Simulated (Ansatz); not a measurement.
Geometry optimisation, RKS revPBE/def2-SVP (Ansatz).

Input:

```yaml
crystal:
  periodic: [false, false, false]
  atoms:
    - { symbol: W, position_ang: [-0.182826, -0.166005, 0.477825] }
    - { symbol: F, position_ang: [0.71169, 0.104749, 2.096907] }
    - { symbol: H, position_ang: [1.460323, 0.080518, 0.096026] }
    - { symbol: H, position_ang: [0.229919, 1.310555, -0.173677] }
    - { symbol: F, position_ang: [-1.949437, 0.213794, -0.108479] }
    - { symbol: H, position_ang: [0.395996, -1.567019, -0.286182] }
    - { symbol: H, position_ang: [0.143935, 0.023408, -1.16292] }
basis:
  gaussian: { orbitals: def2-SVP }
hamiltonian:
  xc: revpbe
relax:
  f_tol: 0.03
  max_steps: 50
output:
  orbitals: {}
```

Command:

```bash
$ ansatz run input.yaml --threads 1 --pin off --max-ram 2048MiB --backend cpu --events-out ev --progress --plain --runs-dir out
```

Question: Where does it end, and by what steps?

Answer: The forces met the threshold. After 10 steps the energy has fallen by 0.058 eV; H3 moved furthest, 0.14 Å.

| step | energy less start (eV) | largest force component (eV/Å) | accepted |
| --- | --- | --- | --- |
| 0 | 0.0000 | 0.976 | yes |
| 1 | -0.0059 | 0.538 | yes |
| 2 | -0.0125 | 0.977 | yes |
| 3 | -0.0530 | 0.042 | yes |
| 4 | -0.0537 | 0.056 | yes |
| 5 | -0.0548 | 0.059 | yes |
| 6 | -0.0555 | 0.062 | yes |
| 7 | -0.0571 | 0.064 | yes |
| 8 | -0.0576 | 0.031 | yes |
| 9 | -0.0572 | 0.051 | no |
| 10 | -0.0581 | 0.007 | yes |

```xyz
7
Properties=species:S:1:pos:R:3
W -0.179 -0.165 0.471
F 0.646 0.153 2.151
H 1.420 0.026 -0.030
H 0.326 1.319 -0.093
F -1.953 0.180 -0.108
H 0.451 -1.553 -0.272
H 0.098 0.039 -1.180
```

Whether the end is a true minimum wasn't checked by a vibrational analysis.

Run time: 32 s on 1 thread of Arm Neoverse V1 (shared host), peak memory 0.14 GiB.
